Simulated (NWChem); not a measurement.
System: disulfane (H2S2); SMILES SS

All runs: NWChem. B3LYP is NWChem's, with the RPA form of VWN correlation. Each level has its own optimisation; frequencies are unscaled.

| level | r S–S (Å) | r H–S (Å) | highest harmonic frequency (cm⁻¹) | lowest (cm⁻¹) | zero-point energy (kcal/mol) | dipole (D) |
|---|---|---|---|---|---|---|
| Hartree-Fock/STO-3G | 2.064 | 1.334 | 3243 | 345 | 14.0 | 1.09 |
| BLYP/def2-SVP | 2.125 | 1.371 | 2512 | 412 | 10.8 | 1.28 |
| B3LYP/3-21G | 2.295 | 1.378 | 2438 | 326 | 10.4 | 1.81 |
| PBE0/def2-SVP | 2.073 | 1.355 | 2668 | 439 | 11.5 | 1.48 |
